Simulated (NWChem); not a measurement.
System: chlorobenzene (C$_{6}$H$_{5}$Cl); SMILES Clc1ccccc1

The following NWChem deck was run.

```
start job
memory heap 200 mb stack 900 mb global 1100 mb
geometry units angstroms noautoz
  Cl     0.000000     0.000000    -2.250949
  C      0.000000     0.000000    -0.516681
  C      0.000000     1.213818     0.169958
  C      0.000000     1.205742     1.563497
  C      0.000000     0.000000     2.263872
  C      0.000000    -1.205742     1.563497
  C      0.000000    -1.213818     0.169958
  H      0.000000     2.151099    -0.389149
  H      0.000000     2.155101     2.104678
  H      0.000000     0.000000     3.356153
  H      0.000000    -2.155101     2.104678
  H      0.000000    -2.151099    -0.389149
end
basis spherical
  Cl library def2-svp
  C library def2-svp
  H library def2-svp
end
dft
  xc xcamb88 1.00 lyp 0.81 vwn_5 0.19 hfexch 1.00
  cam 0.33 cam_alpha 0.19 cam_beta 0.46
  iterations 150
  vectors input atomic output neutral.movecs
end
task dft energy
charge 1
dft
  odft
  mult 2
  vectors input atomic output cation.movecs
end
task dft energy
```

Geometry: optimised at PBE0/def2-SVP.

Ions are spin-unrestricted doublets at the neutral geometry; other ion states weren't tried.

Question: What results follow from this input? (CAM-B3LYP/def2-SVP, vertical spin-unrestricted ions.) Quantities: vertical ionisation energy, ΔSCF (eV); −ε(HOMO) (eV).

Answer: 
- vertical ionisation energy, ΔSCF (eV) = 9.06
- −ε(HOMO) (eV) = 8.21
